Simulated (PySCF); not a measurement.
## Correlation energy of Sb⁺ (antimony, charge +1)

[Kr] 4d10 5s2 5p2, high-spin 3P determinant. Computed with PySCF 2.14 in def2-SVP with the def2 core potential (28 electrons), with scalar relativity through the core potential. Frozen: 4s2 4p6 4d10; 4 electrons correlated.

MP2 pair energies summed by pair of shells (mhartree):

```
 pair  energy  share (%)
5s-5p  -21.38       60.3
5s-5s  -10.56       29.8
5p-5p   -3.52        9.9
```

Total MP2 correlation energy: -35.47 mhartree.

Same-spin part -5.90 and opposite-spin part -29.57 mhartree; SCS-MP2 scales them by 1/3 and 6/5 to -37.45 mhartree.

| level | correlation energy (mhartree) |
| --- | --- |
| CCSD | -49.68 |
| (T) | -0.52 |
| CCSD(T) | -50.20 |

Diagnostics: T1 = 0.0068, D1 = 0.0188, largest double amplitude 0.095.

Cost of the coupled-cluster step: 0.09 s of wall time on 1 thread of Neoverse-V2 (shared host), for 4 correlated electrons.
